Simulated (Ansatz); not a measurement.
Program: Ansatz. Geometries: PBE0-D4/def2-TZVP. ΔE: electronic, gas phase. CCSD(T)/CBS adds triple-zeta CCSD(T) − MP2 to the extrapolated MP2 energy (def2 sets, frozen cores). Functionals use def2-TZVPP. HSE06 is defined as in plane-wave codes. No spin–orbit coupling; open shells (•) take unrestricted orbitals. For Ge, Se outer-core shells are correlated without core-valence functions, which leaves a few kJ/mol of doubt a bond. Scalar relativity is left out up to krypton. Each species was taken in one conformer, which may not be the lowest.

Consider the homolysis of the Ge–Se bond: `[OH][GeH2][SeH]` → `[OH][GeH2]`• + `[SeH]`•.

`[OH][GeH2][SeH]`:

Z-matrix (Å, degrees):
```
Ge
Se 1 2.352
O 1 1.777 2 110.9
H 1 1.538 2 104.8 3 120.1
H 1 1.530 2 112.4 3 -115.9
H 2 1.469 1 92.5 3 65.8
H 3 0.960 1 112.1 2 47.3
```

`[OH][GeH2]`•:

Cartesian coordinates in Å:
```
O -0.874 0.806 0.227
Ge 0.636 -0.019 -0.249
H -0.980 0.860 1.180
H 0.429 -0.327 -1.750
H 0.789 -1.320 0.592
```

`[SeH]`•:

Z-matrix (Å, degrees):
```
Se
H 1 1.471
```

(1) What is ΔE at CCSD(T)/CBS? (An estimate is asked.)

(2) What do these levels give: B97M-V, PBE0-D4, HSE06-D4, LC-ωPBE, MP2/def2-SVP, HF/def2-QZVPP? (Best estimate.)

Largest T1 diagnostic among the species: 0.015.

## Answers

(1) The calculation gave: +3.46 eV.

(2) Ansatz gave: B97M-V 3.26, PBE0-D4 3.30, HSE06-D4 3.30, LC-ωPBE 3.16, MP2/def2-SVP 3.25, HF/def2-QZVPP 2.27 eV.

From BLYP to BHLYP (50 % exact exchange), in def2-TZVPP and without D4, ΔE moves by +0.10 eV. The D4 term adds +0.12 eV with B3LYP and +0.06 eV with PBE0; it sums over pairs of atoms, weighted by their polarisabilities, and B3LYP, whose exchange is more repulsive, gets the larger term. Leaving LDA and LC-ωPBE aside and taking each functional with its dispersion term where it has one, the values, not all of them listed here, spread over 0.29 eV, from BLYP-D4 to PBE-QIDH. LDA lies +0.59 eV from PBE without D4, its usual overbinding.

B3LYP here is the variant with VWN-RPA as its local correlation; programs differ in this.
